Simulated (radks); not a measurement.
The numbers below are computed, except where a source is named.
Question: Coulomb parameter of the 4d shell of the technetium ion Tc2+ in the model configuration [Kr] 4d4 5p1, as a second difference U = [E(n + 0.25) + E(n - 0.25) - 2 E(n)] / (0.25)^2 with all orbitals relaxed. "Bare": the charge of the atom changes with n. "Screened": the 5p shell takes up the change at fixed total charge, which measures U(4d,4d) + U(5p,5p) - 2 U(4d,5p). Code: a radial shooting solver on a logarithmic mesh with Libxc functionals. Model: Dirac Kohn-Sham, PBEsol, spin-unpolarised, spherical densities, finite nucleus; open shells are shared between the two j in proportion to 2j + 1; Fermi nuclear charge, rms radius 4.4112 fm. Estimate both.

Answer: U(bare) = 12.271 eV, U(screened by 5p) = 2.430 eV.
